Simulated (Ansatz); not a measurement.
Saddle point of Al$_{2}$H$_{5}$O$_{5}$, doublet (Al₂H₅O₅ ([OH][Al]1[O][Al]([OH])([OH2])[OH]1) → Al₂H₅O₅ ([OH][Al]1[OH][Al]([OH])([OH])[OH]1); bonds formed: O2–H7; dative contacts that become bonds: Al1–O8; bonds broken: H7–O8; bonds weakened to dative contacts: Al1–O2), PBE0-D4/def2-TZVP structure:

```
12
angstrom
Al -0.3761 -0.7444 0.1234
O 0.9081 -0.1163 -0.9129
Al 1.0964 1.4697 -0.1090
O -0.1721 0.6888 1.1660
O 0.1292 2.7614 -0.7122
O -1.8654 -1.5078 -0.0788
H 1.3707 -1.2764 -0.3192
O 0.9619 -1.9953 0.4527
H -0.8020 1.1836 1.6904
H 0.5319 3.5534 -1.0636
H -2.6718 -1.1098 -0.3970
H 0.8891 -2.9071 0.1602
```

Energies are electronic, without zero-point energy. Barriers and step energies count from the start structure reached by relaxing down the imaginary mode; all methods use the PBE0-D4 structures, on which another method's saddle can fall below an end. Program: Ansatz 0.2.0. Basis: def2-TZVPP, with def2-QZVPP for the basis limit. Cores are frozen in the correlated methods; orbitals are unrestricted. B3LYP uses VWN-RPA correlation. Extrapolation: Hartree–Fock as exp(−7.88 √X), correlation as X^−2.97.

```
      method  barrier (kJ/mol)  step energy (kJ/mol)
       SPW92              -4.4                 -92.3
      PBE-D4              11.7                 -95.2
     BLYP-D4              18.4                -100.6
   r2SCAN-D4              16.6                -102.2
      B97M-V              30.1                -103.9
     PBE0-D4              18.1                -102.9
    B3LYP-D4              22.5                -106.7
  r2SCAN0-D4              21.1                -107.0
    BHLYP-D4              30.9                -114.2
CAM-B3LYP-D4                 ?                -108.8
     wB97X-V              23.9                -105.9
     wB97M-V              24.7                -103.7
      B2PLYP              24.4                -105.7
    PBE-QIDH                 ?                -105.8
  RPA on PBE              23.7                -108.3
          HF              53.0                -122.9
         MP2                 ?                -105.2
        CCSD              30.5                -109.8
     CCSD(T)              26.0                -106.2
```

Question: Fill in the withheld barriers. (An estimate is asked for; the value comes from the calculation.)

Answer: Computed: CAM-B3LYP-D4 21.6; MP2 22.1; PBE-QIDH 22.5 kJ/mol. Each is the energy of the saddle less that of the start structure, by the same method.

For comparison, the barrier by CCSD(T) at an estimated basis limit (MP2 extrapolated from triple and quadruple zeta, plus CCSD(T) − MP2 in triple zeta) is 27.1 kJ/mol.

The T1 diagnostic stays at or below 0.015. ⟨S²⟩ of the unrestricted Hartree–Fock references: 0.75 (a pure state has 0.75).

Labels in which every atom is bracketed show which atoms are joined, not bond orders.

For scale, one of the runs: CCSD(T)/def2-TZVPP, 309 basis functions, launched by `ansatz run in.yaml --threads 4 --pin off --events-out ev --progress --plain --max-ram 46080MiB --backend cuda --devices 0, --max-vram 37GiB`. Hardware: 4 CPU threads of an AMD EPYC 7R13 and a share of one NVIDIA H100, shared host. Wall time 19 s; peak host memory 1.4 GiB.
